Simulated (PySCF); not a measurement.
How a change of structure moves an absorption spectrum

Method: TDDFT PBE0/def2-SVPD, vertical, gas phase, core orbitals frozen in the response in PySCF. Geometries: GFN2-xTB; one conformer of each isolated species. Triplets are in the Tamm–Dancoff approximation. 'Strongest' means the level of largest summed f among the lowest 8 singlets; it needn't be the same kind of state in each.

Parent: `Cc1cccpc1`, with lowest singlet excitation energy 4.83 eV, lowest triplet energy 3.20 eV, energy of the strongest computed level 6.61 eV, LUMO energy -1.41 eV, HOMO energy -7.01 eV, mean static polarisability 92.9 au. Its spectrum: 257 nm (f 0.003); 251 nm (f 0.017); 240 nm (f 0.105); 225 nm (f 0.000); 205 nm (f 0.310).

(1) How do these changes move the values? H replaced by CHO (`Cc1cpccc1C=O`); H replaced by F (`Cc1ccc(F)pc1`); H replaced by F (`Cc1cpccc1F`); H replaced by CH3 (`Cc1ccc(C)pc1`); H replaced by CH3 (`Cc1ccpcc1C`).

## Answers

(1) 

| change | SMILES | Δ S1 (eV) | Δ T1 (eV) | Δ strongest (eV) | Δ LUMO (eV) | Δ HOMO (eV) | Δ α (au) |
| --- | --- | --- | --- | --- | --- | --- | --- |
| H replaced by CHO | Cc1cpccc1C=O | -1.46 | -0.45 | -2.11 | -1.23 | -0.47 | +18.1 |
| H replaced by F | Cc1ccc(F)pc1 | -0.23 | -0.08 | -0.12 | -0.25 | -0.06 | +0.7 |
| H replaced by F | Cc1cpccc1F | -0.03 | -0.02 | 0.00 | -0.03 | +0.01 | +0.7 |
| H replaced by CH3 | Cc1ccc(C)pc1 | -0.20 | -0.03 | -0.73 | +0.11 | +0.23 | +14.2 |
| H replaced by CH3 | Cc1ccpcc1C | -0.03 | -0.03 | -0.04 | +0.18 | +0.26 | +13.4 |

S1 falls most with H replaced by CHO (-1.46 eV); all changes lower it. S1 is simply the lowest singlet of each species and needn't be the same kind of state throughout. Over these 5 changes the shifts of S1 and of the HOMO–LUMO gap correlate with r = 1.00.
